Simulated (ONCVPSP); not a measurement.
**Scattering properties, ONCV potential for praseodymium**

praseodymium, optimised norm-conserving Vanderbilt (ONCV), made with ONCVPSP 4.0.1 (PBE, scalar-relativistic). Core [Kr] 4d10 4f2, reference 5s2 5p6 5d1 6s1.5 6p0.5. Waves: 5s+6s: rc 1.95 bohr, ncon 3, nbas 6, qcut 5.2 1/bohr, 3 projectors, debl 3.1 Ha; 5p+6p: rc 3.10 bohr, ncon 3, nbas 7, qcut 3.5 1/bohr, 2 projectors; 5d: rc 3.60 bohr, ncon 4, nbas 8, qcut 5.1 1/bohr, 2 projectors, debl 3.6 Ha; f scattering state at 0.36 Ha: rc 3.80 bohr, ncon 4, nbas 8, qcut 2.7 1/bohr, 2 projectors, debl 0.4 Ha. Local part: polynomial inside 1.85 bohr (lpopt 5, dvloc0 4 Ha). Core correction: Teter function, parameters optimised by the program.

The phase is arctan(r·R′/R) of the radial function R(r), unwrapped; energies in Ha, scanned from -3 to 5 Ha. A pole is an energy at which the radial function vanishes at the test radius. The pseudo phase is shifted by a multiple of π to meet the all-electron one at the reference energy, and phase errors are pseudo minus all-electron; the curves can meet again beyond the range given. Levels narrower than the energy grid can be missing from the lists of poles.

Q: For each channel, where are the poles, and over which energies does the pseudopotential scatter like the atom?

A:

```
channel  radius (bohr)  reference energy (Ha)  poles, all-electron     poles, pseudo  unbroken range about the reference energy with phases within 0.05 rad  phase error 1 Ha above the reference energy (rad)
      s           1.97                  -0.15                -0.80             -0.80                                                        the whole range                                             -0.000
      p           3.15                  -0.06          -0.83, 1.62       -0.83, 1.68                                                              below 2.5                                             +0.004
      d           3.66                  -0.13     0.03, 1.72, 4.41  0.03, 1.71, 4.39                                                        the whole range                                             -0.006
      f           3.86                   0.36     0.92, 2.55, 4.97        0.92, 2.65                                                            -0.2 to 1.4                                             -0.041
```

Phases in the p channel:

```csv
E (Ha),all-electron,pseudo
-2.98,1.409,1.409
-2.54,1.390,1.390
-2.10,1.361,1.362
-1.66,1.311,1.312
-1.22,1.153,1.153
-0.78,-1.656,-1.656
-0.34,-1.959,-1.958
0.10,-2.730,-2.729
0.54,-4.255,-4.252
0.98,-4.564,-4.559
1.42,-4.677,-4.670
1.86,-4.753,-4.739
2.30,-4.838,-4.806
2.74,-5.024,-4.905
3.18,-6.458,-5.197
3.62,-7.574,-7.000
4.06,-7.726,-7.605
4.50,-7.789,-7.733
4.94,-7.828,-7.795
```
